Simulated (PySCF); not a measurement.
C$_{3}$H$_{3}$N$_{2}$ (SMILES C1=CN=C[N]1), doublet, at a GFN2-xTB geometry. Base run: MN15/STO-3G run with PySCF.

Input for PySCF:
```python
from pyscf import gto, scf, dft

mol = gto.Mole()
mol.atom = '''
    C    -0.98699943   -0.45547695    0.34789029
    C    -0.78858205    0.72851015   -0.38738364
    N     0.52843173    0.87235337   -0.56904093
    C     1.10903837   -0.17053811    0.02466777
    N     0.21684128   -0.98695486    0.58561766
    H    -1.88968967   -0.91709980    0.69350309
    H    -1.49508281    1.43758016   -0.76878885
    H     2.16712002   -0.33324054    0.04820214
'''
mol.basis = 'sto-3g'
mol.spin = 1
mol.verbose = 4
mol.build()

mf = dft.UKS(mol)
mf.xc = 'mn15'
mf.kernel()
mf.analyze()
```

The base run was repeated with changes; each row names its change, and settings that it needs were set with it.

```csv
change,ΔE vs base (mEh),grid points,electrons on the grid
base,0.000,99584,35.00001
grids.prune = dft.gen_grid.treutler_prune,-0.004,86808,35.00001
"grids.atom_grid = (99, 590)",0.014,254832,35.00000
grids.level = 4,0.014,188704,35.00000
grids.radi_method = gauss_chebyshev,0.001,96992,35.00001
grids.becke_scheme = stratmann,0.001,99584,35.00001
"grids.atom_grid = (50, 194)",-0.019,52328,35.00003
"grids.atom_grid = (30, 110)",-2.945,19656,35.00010
grids.level = 5,0.012,283784,35.00000
grids.level = 0,-222.0,7248,34.99569
"grids.atom_grid = (150, 974)",0.012,636120,35.00000
```

Open shells are given as the SCF converged; they aren't shown to be the lowest states, and a large step between rows can be another state.
